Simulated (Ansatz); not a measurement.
`N[SiH2][SiH2]F` + H₂ → `N[SiH3]` + `F[SiH3]`  (hydrogenolysis of the Si–Si bond)

Program: Ansatz. Geometries: PBE0-D4/def2-TZVP. ΔE: electronic, gas phase. CBS: MP2 limit from def2 TZ/QZ plus the TZ coupled-cluster correction, frozen cores. This one scheme is used for every species. Functionals use def2-TZVPP. B3LYP here is the variant with VWN-RPA as its local correlation; programs differ in this. HSE06 is defined as in plane-wave codes. One conformer a species, not always the lowest.

`N[SiH2][SiH2]F`:

```xyz
10

N     1.662   -0.626   -0.119
Si    0.073   -0.480   -0.768
Si   -1.224    0.708    0.784
F    -0.462    2.081    1.149
H     2.118    0.192    0.252
H     2.330   -1.241   -0.556
H    -0.031    0.190   -2.102
H    -0.494   -1.847   -0.935
H    -2.562    1.066    0.240
H    -1.410   -0.041    2.055
```

H₂:

Cartesian coordinates in Å:
```
H 0.290 0.080 0.220
H -0.290 -0.080 -0.220
```

`N[SiH3]`:

Cartesian coordinates in Å:
```
N -0.011 -0.728 0.779
Si -0.096 0.477 -0.445
H 0.602 -0.595 1.567
H -0.055 -1.702 0.524
H -0.288 1.791 0.220
H 1.104 0.597 -1.328
H -1.256 0.160 -1.317
```

`F[SiH3]`:

Z-matrix (Å, degrees):
```
Si
F 1 1.600
H 1 1.482 2 108.3
H 1 1.482 2 108.3 3 -120.0
H 1 1.482 2 108.3 3 120.0
```

**Question.** Is it downhill or uphill in electronic energy at CCSD(T)/CBS, and by how much? (Estimate.)

**Answer.** Computed: Downhill: ΔE = -7.5 kcal/mol.

**Question.** What do these levels give: LDA (SPW92), HSE06-D4, CAM-B3LYP-D4, ωB97X-V, B2PLYP, revPBE, r2SCAN, B3LYP, CCSD/def2-SVP, MP2/def2-QZVPP, SCS-MP2/def2-QZVPP, HF/CBS(def2)? (An estimate is asked.)

**Answer.** Computed: LDA (SPW92) -4.1, HSE06-D4 -5.1, CAM-B3LYP-D4 -8.5, ωB97X-V -7.3, B2PLYP -9.2, revPBE -5.2, r2SCAN -6.1, B3LYP -9.2, CCSD/def2-SVP -11.7, MP2/def2-QZVPP -8.3, SCS-MP2/def2-QZVPP -9.7, HF/CBS(def2) -15.0 kcal/mol.

**Question.** What do rigid-rotor, harmonic-oscillator terms from PBE0-D4/def2-TZVP frequencies (298.15 K, 1 bar) make of the CCSD(T)/CBS value? (An estimate is asked.)

**Answer.** Ansatz gave: ΔZPE = +2.8 kcal/mol, ΔH = -6.0 kcal/mol, ΔS = 22 J/(mol·K), ΔG = -7.5 kcal/mol. Modes under 50 cm⁻¹ make the entropy rough.

Largest T1 diagnostic among the species: 0.011.

In def2-TZVPP, CCSD(T) changes the Hartree–Fock value by +6.4 kcal/mol (the triples alone add +1.2 kcal/mol) and MP2 by +6.1 kcal/mol. The D4 term adds +2.4 kcal/mol with B3LYP and +1.4 kcal/mol with PBE0; it sums over pairs of atoms, weighted by their polarisabilities, and B3LYP, whose exchange is more repulsive, gets the larger term.
